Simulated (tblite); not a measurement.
Input of a run (GFN2-xTB geometry optimisation, gas phase (tblite 0.8.0)), started from a force field or distance geometry:
```
{"job": {"kind": "relax", "xc": "GFN2-xTB", "basis": "xTB"}, "charge": 0, "multiplicity": 2}
C     -2.062200     1.024000    -0.222100
C     -0.785700     1.534100    -0.652800
C      0.320200     0.769500    -0.481500
O      1.592100     1.160400    -0.825900
C      2.427500     0.216200    -0.100700
C      1.636300    -1.074300     0.056500
C      0.260300    -0.543900     0.076300
C     -0.877400    -1.077900     0.531500
C     -2.186000    -0.334100     0.427100
H     -2.954100     1.644100    -0.350400
H     -0.718200     2.520600    -1.074600
H      2.687900     0.654300     0.864300
H      3.347600     0.061200    -0.663200
H      1.934100    -1.619100     0.959100
H      1.778400    -1.711500    -0.812400
H     -0.902000    -2.075400     0.973700
H     -2.899500    -0.930100    -0.148700
H     -2.607900    -0.212100     1.432200
```

Output (eV, eV/Å):
```
step      E/eV     max force
  0    -699.80498    3.598
  1    -699.98727    0.846
  2    -700.01394    0.389
  3    -700.02772    0.270
  4    -700.03366    0.213
  5    -700.03927    0.161
  6    -700.04320    0.190
  7    -700.04723    0.137
  8    -700.04976    0.111
  9    -700.05112    0.093
 10    -700.05204    0.098
 11    -700.05322    0.102
 12    -700.05484    0.106
 13    -700.05670    0.103
 14    -700.05852    0.109
 15    -700.06033    0.104
 16    -700.06224    0.107
 17    -700.06421    0.117
 18    -700.06606    0.102
 19    -700.06771    0.086
 20    -700.06936    0.095
 21    -700.07123    0.114
 22    -700.07324    0.111
 23    -700.07514    0.101
 24    -700.07678    0.100
 25    -700.07816    0.094
 26    -700.07935    0.095
 27    -700.08032    0.081
 28    -700.08108    0.057
 29    -700.08167    0.054
 30    -700.08213    0.050
 31    -700.08253    0.047
 32    -700.08294    0.048
 33    -700.08337    0.057
 34    -700.08370    0.047
 35    -700.08392    0.038
 36    -700.08406    0.028
 37    -700.08421    0.027
 38    -700.08437    0.029
 39    -700.08462    0.043
 40    -700.08485    0.047
 41    -700.08511    0.037
 42    -700.08541    0.039
 43    -700.08578    0.041
 44    -700.08614    0.043
 45    -700.08646    0.051
 46    -700.08675    0.046
 47    -700.08707    0.041
 48    -700.08745    0.043
 49    -700.08785    0.042
 50    -700.08827    0.050
 51    -700.08875    0.056
 52    -700.08927    0.058
 53    -700.08969    0.052
 54    -700.08999    0.074
 55    -700.09034    0.045
 56    -700.09074    0.037
 57    -700.09112    0.037
 58    -700.09149    0.032
 59    -700.09166    0.029
 60    -700.09177    0.022
 61    -700.09185    0.021
 62    -700.09191    0.016
 63    -700.09194    0.016
 64    -700.09196    0.012
 65    -700.09197    0.010
```

Q: Summarise the run.

A: The energy falls by 0.287 eV over 65 L-BFGS steps, the largest force on an atom goes from 3.60 to 0.010 eV/Å, and the atoms move by 0.279 Å rms after alignment. The bond that changes most is C1–C2 (both ends carbon bonded to 2 C and H), which shortens by 0.083 Å. Bonds longer at the end by more than 0.005 Å: 7 of 19; shorter: 8. Among the angles that change most is C3–O4–C5, from 102.8° to 108.6°. Among the dihedrals that turn most is H13–C5–C6–H15, from -32° to -1°. The energy never rose by more than 1e-5 eV on the way. The first step brought 64 % of the lowering.

Q: What are the final bond lengths?

A: C1–C2 1.358 Å, C2=C3 1.399 Å, C3–O4 1.361 Å, O4–C5 1.425 Å, C5–C6 1.542 Å, C6–C7 1.504 Å, C7=C8 1.349 Å, C8–C9 1.497 Å, C1–C9 1.496 Å, C3–C7 1.412 Å, C1–H10 1.079 Å, C2–H11 1.079 Å, C5–H12 1.095 Å, C5–H13 1.095 Å, C6–H14 1.091 Å, C6–H15 1.091 Å, C8–H16 1.079 Å, C9–H17 1.103 Å, C9–H18 1.103 Å. Numbering counts from 1 in the input's order; the species is `[CH]1C=C2OCCC2=CC1` [radical].

Hardware: an Intel Xeon at 2.60 GHz with one thread, shared host with 96 logical CPUs at a one-minute load of 36. Cost: 0.59 s wall.

Its GFN2-xTB frequencies are all real (lowest 52 cm⁻¹).

These are computed values.
